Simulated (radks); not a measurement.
The numbers below are computed, except where a source is named.
Effect of the nuclear size on the lanthanum ion La+, [Xe] 5d2. Level of theory: Dirac Kohn-Sham, relativistic LDA (MacDonald-Vosko exchange, VWN5 correlation), spin-unpolarised, spherical densities, finite nucleus; open shells fill j = l - 1/2 first; Fermi nuclear charge, rms radius 4.855 fm (a radial shooting solver on a logarithmic mesh with Libxc functionals). The rms radius is varied about that value; shifts are against it.

rms radius (fm),total energy shift (eV),density at nucleus (e/bohr^3),1s1/2 shift (meV),2s1/2 shift (meV),4p1/2 shift (meV),5s1/2 shift (meV),5p1/2 shift (meV),6s1/2 (empty) shift (meV)
3.9568,-3.13,3.619e+05,-1290,-157,0.430,-1.26,0.074,-0.173
4.5006,-1.30,3.527e+05,-536,-65.0,0.178,-0.520,0.031,-0.072
4.855,0,3.474e+05,0.000,0.000,0.000,0.000,0.000,0.000
5.1172,1.01,3.437e+05,417,50.6,-0.139,0.405,-0.024,0.056
5.5638,2.82,3.38e+05,1170,142,-0.388,1.13,-0.067,0.157

Slopes of the eigenvalues against <r^2> in GHz/fm^2, as finite differences over the two radii next to the reference (eigenvalue slopes, not the field-shift constants of lines): 1s1/2 38900, 2s1/2 4720, 4p1/2 -12.9, 5s1/2 37.7, 5p1/2 -2.21, 6s1/2 (empty) 5.21.
